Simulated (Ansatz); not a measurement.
Total energies of ZnF₂⁺ from Ansatz at PBE-D4/def2-TZVP, gas phase (1 Eh = 27.2114 eV = 2625.5 kJ/mol). The reference geometry is relaxed at B3LYP-D4/def2-TZVP.

```
atom    x (Å)    y (Å)    z (Å)
 Zn1  -0.0002   0.0002   0.0002
  F2   0.6439  -0.4471   1.5971
  F3  -0.6436   0.4468  -1.5973
```

| state | geometry | energy (Eh) |
| --- | --- | --- |
| charge 1 doublet | reference | -1978.31273 |
| charge 0 singlet | reference | -1978.77678 |
| charge 1 quartet | relaxed at B3LYP-D4/def2-TZVP | -1978.14288 |

(1) Work out the vertical electron affinity, to the singlet.

(2) Which of the charge 1 states is lowest, and how far above it are the others?

(1) E(charge 1 doublet) − E(charge 0 singlet) = -1978.31273 − (-1978.77678) = 0.46405 Eh = 12.63 eV.

(2) The doublet. quartet: -1978.14288 − (-1978.31273) = 0.16985 Eh = 445.9 kJ/mol. The quartet differs in its bonds from the reference.

The structure comes from a short search, and lower isomers may exist.
